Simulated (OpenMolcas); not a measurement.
Sc2+ (d1) among equal point charges was computed by CASSCF with the d shell active (OpenMolcas, ANO-RCC-VDZP on the metal). Its lowest spin-free states, and all those of the highest spin:

```tsv
2S+1	Degeneracy	E (cm-1)
2	3	0.0
2	2	18340
```

Problem. Is the site octahedral, tetrahedral or cube-like, axial, or of lower symmetry?

Solution. The states with 2S+1 = 2 have orbital degeneracies 3, 2. Threefold states need a cubic site. For d1 at this spin an octahedron puts the threefold T2 below the twofold E and a tetrahedron or cube puts the twofold E below the threefold T2, so the site is octahedral. The first gap at this spin, 18300 cm-1, is |10Dq| in ligand-field theory. The run had Sc2+ among 6 point charges of -1.76 e arranged as an octahedron (Oh), 2.03 Å from the ion.

An orbital triplet at a regular site is open to Jahn-Teller coupling, which can distort the site and quench the lowest spin-orbit gaps and is left out. This is an electrostatic model: the charges have no orbitals. No measured value stands beside these numbers.
